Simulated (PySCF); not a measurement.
Some computed properties have been withheld. Give your best values.

C3H10F2OSi3.
SMILES: `O=C([Si](C(F)F)([SiH3])[SiH3])C`

Conformer (atom-mapped SMILES and torsion angles): `[CH3:1][C:2](=[O:3])[Si:4]([SiH3:5])([SiH3:6])[CH:7]([F:8])[F:9]`: C1–C2–Si4–Si5 112°, C2–Si4–C7–F8 -59°.

| property | level | value |
| --- | --- | --- |
| point group of the GFN2-xTB geometry | GFN2-xTB | ? |
| rotational constants A, B, C of the GFN2-xTB geometry | GFN2-xTB | 0.827, 0.786, 0.726 GHz |
| dipole moment | PBE0/pcSseg-1 | 1.83 D |
| HOMO energy | PBE0/pcSseg-1 | -6.97 eV |
| LUMO energy | PBE0/pcSseg-1 | ? |
| 13C chemical shifts (computed TMS as zero) by class | GIAO PBE0/pcSseg-1 | ? |
| 1H chemical shifts (computed TMS as zero) by class | GIAO PBE0/pcSseg-1 | ? |
| isotropic shieldings of nuclei other than C and H, by class | GIAO PBE0/pcSseg-1 | -530 (1 O), 316 (2 F), 416 (1 Si), 461 (2 Si) ppm |

Gas-phase values; electronic properties from PySCF, density fitting. Geometry: GFN2-xTB, one conformer, isolated molecule. NMR classes are plain means over equivalent atoms (diastereotopic ones count apart unless rotation or inversion swaps them), as if these changed places fast; in this geometry the members of some classes differ.

(1) The LUMO energy?

(2) Give the 1H chemical shifts (computed TMS as zero) by class.

(3) The 13C chemical shifts (computed TMS as zero) by class?

(4) Give the point group of the GFN2-xTB geometry.

Results:

(1) -1.32 eV.

(2) 6.68 (1 H), 3.62 (6 H), 2.82 (3 H) ppm.

(3) 248.6 (1 C), 130.0 (1 C), 43.5 (1 C) ppm.

(4) Cs.

The rotational constants make it an asymmetric top with κ = (2B − A − C)/(A − C) = 0.2, nearer the oblate limit (+1). With B = h/(8π²I), that is 505.379 GHz u Å² over I, the principal moments of inertia are 611.0, 642.8 and 695.9 u Å² (most abundant isotopes). The dipole equals about 6.1 × 10⁻³⁰ C·m (1 D = 3.33564 × 10⁻³⁰ C·m). A dipole of 1.83 D is allowed in Cs, and pure rotational transitions are dipole-allowed.

For the NMR shielding job (PBE0/pcSseg-1), hardware: an Arm Neoverse V2 with one thread (shared host). Cost: 49 s, 1.0 GiB resident at most.
